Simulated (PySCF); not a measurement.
**Exercise with solution: oscillator strength and radiative lifetime**

Al(All)(Cl)(F) (C3H5AlClF), SMILES C=C[CH2][Al]([F])[Cl].

Coordinates come from a PBE0-D3(BJ)/def2-SVP optimisation. The structure was generated by enumeration; whether it is a known compound was not checked. The values are those of a single conformer.

TDA-M06-2X/def2-SVPD (PySCF) puts the first singlet state with f over 0.02 at 5.46 eV (vertical), with the transition dipole (-0.298, -0.443, 0.760) in atomic units.

Problem. Find the oscillator strength, the wavelength and the radiative lifetime that this transition would have in vacuum if emission retraced absorption.

Solution. 
|μ|² = 0.8627 au, so |μ| = 2.36 D. ΔE = 5.46/27.211 = 0.2007 hartree. f = (2/3) ΔE |μ|² = 0.115 (the program prints 0.115).
λ = 1239.84/5.46 = 227 nm; ν = 44038 cm⁻¹.
Einstein's coefficient A = 0.6670 ν² f s⁻¹ (ν in cm⁻¹) = 1.5e8 s⁻¹, so τ = 1/A = 6.7 ns. This state is S1. The figure is the radiative limit of this one transition; relaxation, internal conversion, crossing to triplets and a medium change what is measured.
